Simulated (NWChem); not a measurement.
System: CH5AlO3; SMILES C[O][Al]([OH])[OH]

Input file for NWChem:

```
start job
memory heap 200 mb stack 900 mb global 1100 mb
geometry units angstroms noautosym nocenter noautoz
  Al     0.068714     0.495615     0.000000
  O      1.202866     1.778878     0.000000
  H      2.154624     1.592221     0.000000
  O     -1.611225     0.825591     0.000000
  H     -1.936398     1.739028     0.000000
  O      0.612219    -1.120859     0.000000
  C     -0.027606    -2.369445     0.000000
  H      0.267935    -2.962526    -0.895874
  H      0.267935    -2.962526     0.895874
  H     -1.139985    -2.296260     0.000000
end
basis spherical
  * library iglo-ii
end
dft
  xc b3lyp
  iterations 150
end
property
  shielding 9 1 2 3 4 5 6 7 8 10
end
task dft property
```

Excerpt of the output:

```
             Northwest Computational Chemistry Package (NWChem) 7.3.0
             --------------------------------------------------------

                             Geometry "geometry" -> ""
                             -------------------------

 Output coordinates in angstroms (scale by  1.889725989 to convert to a.u.)

  No.       Tag          Charge          X              Y              Z
 ---- ---------------- ---------- -------------- -------------- --------------
    1 Al                  13.0000     0.06871400     0.49561500     0.00000000
    2 O                    8.0000     1.20286600     1.77887800     0.00000000
    3 H                    1.0000     2.15462400     1.59222100     0.00000000
    4 O                    8.0000    -1.61122500     0.82559100     0.00000000
    5 H                    1.0000    -1.93639800     1.73902800     0.00000000
    6 O                    8.0000     0.61221900    -1.12085900     0.00000000
    7 C                    6.0000    -0.02760600    -2.36944500     0.00000000
    8 H                    1.0000     0.26793500    -2.96252600    -0.89587400
    9 H                    1.0000     0.26793500    -2.96252600     0.89587400
   10 H                    1.0000    -1.13998500    -2.29626000     0.00000000

 Effective nuclear repulsion energy (a.u.)     225.5498449815

                              NWChem Property Module
                              ----------------------

  itol2e modified to match energy
  convergence criterion.

                                 NWChem DFT Module
                                 -----------------

 Summary of "ao basis" -> "ao basis" (spherical)
 ------------------------------------------------------------------------------
       Tag                 Description            Shells   Functions and Types
 ---------------- ------------------------------  ------  ---------------------
 Al                         iglo-ii                 15       35   7s6p2d
 O                          iglo-ii                 10       22   5s4p1d
 H                          iglo-ii                  4        6   3s1p
 C                          iglo-ii                 10       22   5s4p1d

  itol2e modified to match energy
  convergence criterion.

            General Information
            -------------------
          SCF calculation type: DFT
          Wavefunction type:  closed shell.
          No. of atoms     :    10
          No. of electrons :    48
           Alpha electrons :    24
            Beta electrons :    24
          Charge           :     0
          Spin multiplicity:     1
          Use of symmetry is: off; symmetry adaption is: off
          Maximum number of iterations: 150
          AO basis - number of functions:   153
                     number of shells:    75
          Convergence on energy requested:  1.00D-07
          Convergence on density requested:  1.00D-05
          Convergence on gradient requested:  5.00D-04

              XC Information
              --------------
                         B3LYP Method XC Potential
                     Hartree-Fock (Exact) Exchange  0.200
                        Slater Exchange Functional  0.800 local
                    Becke 1988 Exchange Functional  0.720 non-local
              Lee-Yang-Parr Correlation Functional  0.810
                  VWN I RPA Correlation Functional  0.190 local

[...]

          -----------------------------------------
          Chemical Shielding Tensors (GIAO, in ppm)
          -----------------------------------------

                                NWChem CPHF Module
                                ------------------

  scftype          =     RHF
  nclosed          =       24
  nopen            =        0
  variables        =     3096
  # of vectors     =        3
  tolerance        = 0.10D-03
  level shift      = 0.00D+00
  max iterations   =       50
  max subspace     =       30

 SCF residual:    1.7362406596636948E-005

Iterative solution of linear equations
  No. of variables     3096
  No. of equations        3
  Maximum subspace       30
        Iterations       50
       Convergence  1.0D-04

   iter   nsub   residual    time
   ----  ------  --------  ---------
     1      3    2.75D-01     157.0
     2      6    1.31D-02     167.7
     3      9    7.34D-04     178.5
     4     12    3.38D-05     187.6

      Atom:    1  Al
        Diamagnetic
    798.9884      0.2528      0.0000
      0.2528    800.0080     -0.0000
      0.0000     -0.0000    796.2794

        Paramagnetic
   -291.3959      3.0645     -0.0000
      3.0645   -301.1445      0.0000
     -0.0000      0.0000   -393.3612

        Total Shielding Tensor
    507.5925      3.3173     -0.0000
      3.3173    498.8635      0.0000
     -0.0000      0.0000    402.9182

           isotropic =     469.7914
          anisotropy =      58.3780

          Principal Components and Axis System
                 1           2           3
              508.7101    497.7459    402.9182

      1         0.9477     -0.3193      0.0000
      2         0.3193      0.9477     -0.0000
      3         0.0000      0.0000      1.0000

      Atom:    2  O
        Diamagnetic
    407.4490      9.4771      0.0000
      9.4771    388.1059      0.0000
      0.0000      0.0000    375.4678

        Paramagnetic
    -66.8765     14.0145     -0.0000
     14.0145    -65.3107     -0.0000
     -0.0000     -0.0000    -72.4055

        Total Shielding Tensor
    340.5725     23.4917     -0.0000
     23.4917    322.7952     -0.0000
     -0.0000     -0.0000    303.0623

           isotropic =     322.1433
          anisotropy =      51.9864

          Principal Components and Axis System
                 1           2           3
              356.8009    306.5668    303.0623

      1         0.8228     -0.5684     -0.0000
      2         0.5684      0.8228      0.0000
      3        -0.0000     -0.0000      1.0000

      Atom:    3  H
        Diamagnetic
     46.4910      0.0100      0.0000
      0.0100     23.9517      0.0000
      0.0000      0.0000     20.4055

        Paramagnetic
     -2.6232      0.4603      0.0000
      0.4603      1.8730      0.0000
      0.0000      0.0000      2.8016

        Total Shielding Tensor
     43.8677      0.4703      0.0000
      0.4703     25.8246      0.0000
      0.0000      0.0000     23.2071

           isotropic =      30.9665
          anisotropy =      19.3702

          Principal Components and Axis System
                 1           2           3
               43.8800     25.8124     23.2071

      1         0.9997     -0.0260     -0.0000
      2         0.0260      0.9997     -0.0000
      3         0.0000      0.0000      1.0000

      Atom:    4  O
        Diamagnetic
    400.9850    -13.4041      0.0000
    -13.4041    394.0487      0.0000
      0.0000      0.0000    374.7585

        Paramagnetic
    -54.2162     -3.9792      0.0000
     -3.9792    -76.7256      0.0000
      0.0000      0.0000    -57.9614

        Total Shielding Tensor
    346.7687    -17.3833      0.0000
    -17.3833    317.3231      0.0000
      0.0000      0.0000    316.7970

           isotropic =     326.9630
          anisotropy =      41.7949

          Principal Components and Axis System
                 1           2           3
              354.8262    316.7970    309.2656

      1         0.9073      0.0000      0.4205
      2        -0.4205      0.0000      0.9073
      3        -0.0000      1.0000     -0.0000

      Atom:    5  H
        Diamagnetic
     29.4452    -10.0765      0.0000
    -10.0765     40.8378      0.0000
      0.0000      0.0000     20.3150

        Paramagnetic
      0.9936      1.8861      0.0000
      1.8861     -1.7274      0.0000
      0.0000      0.0000      3.1510

        Total Shielding Tensor
     30.4388     -8.1904      0.0000
     -8.1904     39.1104      0.0000
      0.0000      0.0000     23.4660

           isotropic =      31.0051
          anisotropy =      19.5552

          Principal Components and Axis System
                 1           2           3
               44.0419     25.5073     23.4660

      1        -0.5158      0.8567     -0.0000
      2         0.8567      0.5158     -0.0000
      3        -0.0000      0.0000      1.0000

      Atom:    6  O
        Diamagnetic
    383.5135      4.4175     -0.0000
      4.4175    423.1192      0.0000
     -0.0000      0.0000    377.0449

        Paramagnetic
    -73.2915    -43.3977      0.0000
    -43.3977    -91.1466      0.0000
      0.0000      0.0000    -43.1030

        Total Shielding Tensor
    310.2220    -38.9803      0.0000
    -38.9803    331.9726      0.0000
      0.0000      0.0000    333.9419

           isotropic =     325.3788
          anisotropy =      54.2811

          Principal Components and Axis System
                 1           2           3
              361.5662    333.9419    280.6284

      1        -0.6047      0.0000      0.7965
      2         0.7965     -0.0000      0.6047
      3         0.0000      1.0000     -0.0000

      Atom:    7  C
        Diamagnetic
    239.4171      5.1731      0.0000
      5.1731    249.9792     -0.0000
      0.0000     -0.0000    236.1481

        Paramagnetic
   -129.1457     26.1938      0.0000
     26.1938    -85.8059      0.0000
      0.0000      0.0000   -136.5275

[...]
```

Level: B3LYP/IGLO-II, GIAO. Geometry: optimised at PBE-D3(BJ)/def2-SVP. B3LYP is NWChem's, with the RPA form of VWN correlation. The output numbers the shielded atoms by their place in the input's list. The printed shielding anisotropy is the first printed principal value minus the mean of the other two.
